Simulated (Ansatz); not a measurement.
These are frozen-core CCSD(T)/cc-pVTZ // CAM-B3LYP-D3(BJ)/def2-TZVP (Ansatz, a quantum-chemistry and plane-wave program) values and carry that method's errors.

Ansatz 0.2 input:
```yaml
crystal:
  periodic: [false, false, false]
  atoms:
    - { symbol: C, position_ang: [-2.098997, -0.222115, -0.017043] }
    - { symbol: C, position_ang: [-0.654911, -0.083121, 0.319544] }
    - { symbol: Cl, position_ang: [-0.348562, -0.123896, 2.043385] }
    - { symbol: C, position_ang: [0.353879, 0.059903, -0.525213] }
    - { symbol: Si, position_ang: [2.149581, 0.231093, -0.06782] }
    - { symbol: H, position_ang: [-2.491949, -1.164638, 0.366275] }
    - { symbol: H, position_ang: [-2.239091, -0.191108, -1.095898] }
    - { symbol: H, position_ang: [-2.677328, 0.581532, 0.440534] }
    - { symbol: H, position_ang: [0.080153, 0.075517, -1.575605] }
    - { symbol: H, position_ang: [2.373853, 1.430087, 0.766732] }
    - { symbol: H, position_ang: [2.627595, -0.959998, 0.665097] }
    - { symbol: H, position_ang: [2.925777, 0.366744, -1.319987] }
basis:
  gaussian: { orbitals: cc-pVTZ }
correlation:
  method: ccsd_t
```

Output:

```
Functional definition: HF
1458 factors; integrals over basis functions are off by at most 1.0e-3 eV
mean field evaluation 1: about -23566.1477 eV, gradient 3.1e1 eV
mean field evaluation 2: about -23566.4709 eV, gradient 3.1e1 eV
mean field evaluation 4: about -23569.5021 eV, gradient 4.0e0 eV
mean field evaluation 8: about -23569.5686 eV, gradient 3.2e-1 eV
mean field evaluation 16: about -23566.1458 eV, gradient 3.1e1 eV
mean field -23569.56939424 eV, -866.1656992104 hartree, gradient 8.1e-6 eV, S^2 0.000000; 0 other end points of the search recorded, 0 dependent functions left out
13 core orbitals not correlated
reference -23569.56939424 eV, -866.1656992104 hartree; 15, 15 occupied and 228, 228 virtual orbitals, 1458 factors
second order -22.19994117 eV of doubles, -0.00000000 eV of singles
cycle   1  -23.04042157 eV  change   -8.4e-1 eV  update   1.0e-1
cycle   2  -23.66057134 eV  change   -6.2e-1 eV  update   3.2e-2
cycle   3  -23.77386676 eV  change   -1.1e-1 eV  update   1.4e-2
cycle   4  -23.76723651 eV  change    6.6e-3 eV  update   3.7e-3
cycle   5  -23.76745374 eV  change   -2.2e-4 eV  update   1.5e-3
cycle   6  -23.76752730 eV  change   -7.4e-5 eV  update   3.6e-4
cycle   7  -23.76747259 eV  change    5.5e-5 eV  update   1.3e-4
cycle   8  -23.76748734 eV  change   -1.5e-5 eV  update   4.6e-5
cycle   9  -23.76749640 eV  change   -9.1e-6 eV  update   1.4e-5
perturbative correction -1.04643882 eV, -0.0384559174 hartree
Total energy: -23594.38332946 eV, -867.0775945102 hartree
```

Cost: around 7 core-minutes (rough).
